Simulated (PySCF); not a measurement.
**Orbital energies and ionisation energy**

Compound: difluorogermane, F2GeH2.
Geometry (PBE0-D3(BJ)/def2-SVP, Å), atoms numbered from 1 in this order:
```xyz
5
F2GeH2 angstrom
F     -1.3073    1.4364   -0.0809
Ge    -0.0526    0.2474   -0.0448
F      1.4223    1.1438   -0.1423
H     -0.0939   -0.4390    1.3201
H     -0.1715   -0.6020   -1.3102
```

Level: CAM-B3LYP/def2-SVPD (PySCF). Frontier orbitals with their largest atomic shares (Löwdin; up to four atoms above 4 %):

| orbital | ε (eV) | main atoms |
| --- | --- | --- |
| HOMO−3 | -13.42 | F1 48 %, F3 48 %, Ge2 5 % |
| HOMO−2 | -13.15 | F1 49 %, F3 49 % |
| HOMO−1 | -13.04 | F3 34 %, F1 34 %, Ge2 17 %, H5 7 % |
| HOMO | -11.59 | ? |
| LUMO | 0.62 | Ge2 46 %, H5 15 %, H4 15 %, F1 12 % |
| LUMO+1 | 0.82 | Ge2 47 %, F3 13 %, F1 13 %, H5 13 % |
| LUMO+2 | 0.91 | Ge2 48 %, H5 21 %, H4 21 %, F3 5 % |

Task: What vertical ionisation energy does ΔSCF give, and how far is −ε(HOMO) from it?

Result: ΔSCF: 12.93 eV (1248 kJ/mol; threshold wavelength 95.9 nm); ⟨S²⟩ of the doublet left behind is 0.766, against 0.75 for a pure doublet. −ε(HOMO) is 11.59 eV, 1.34 eV below it. In exact Kohn–Sham theory the two would be equal; CAM-B3LYP (range-separated hybrid) falls short of its own ΔSCF value by 10 %.

Task: On which atoms does the HOMO lie?

Result: Ge2 (germanium bonded to 2 F and 2 H) 30 %, H4 (Ge–H hydrogen) 20 %, H5 (Ge–H hydrogen) 20 %, F3 (fluorine bonded to Ge) 15 %, so no atom holds as much as 40 %. The HOMO−1 lies 1.45 eV lower.

Task: Shift the occupied levels rigidly so that −ε(HOMO) equals the ΔSCF value. What binding energies result?

Result: The shift is +1.34 eV: HOMO 12.93, HOMO−1 14.38, HOMO−2 14.49, HOMO−3 14.76 eV. A rigid shift is only a rough guide to the deeper ionisations.

Task: What kinetic energy would electrons from this vertical process carry with He I light (21.218 eV)?

Result: 21.22 − 12.93 = 8.29 eV.

Task: With α = 29.7 au, estimate the like-pair dispersion coefficient by London's formula C6 = (3/4)α²I.

Result: I = 0.4752 Eh, so C6 ≈ 314 au, a rough estimate.

Task: How many of the 10 lowest singlet excitations (vertical TDDFT, same level) lie below the ionisation energy?

Result: All 10; they run from 8.28 to 10.79 eV.

Geometry: PBE0-D3(BJ)/def2-SVP; no solvent, vibrations or thermal averaging. The calculation is non-relativistic, for germanium too.
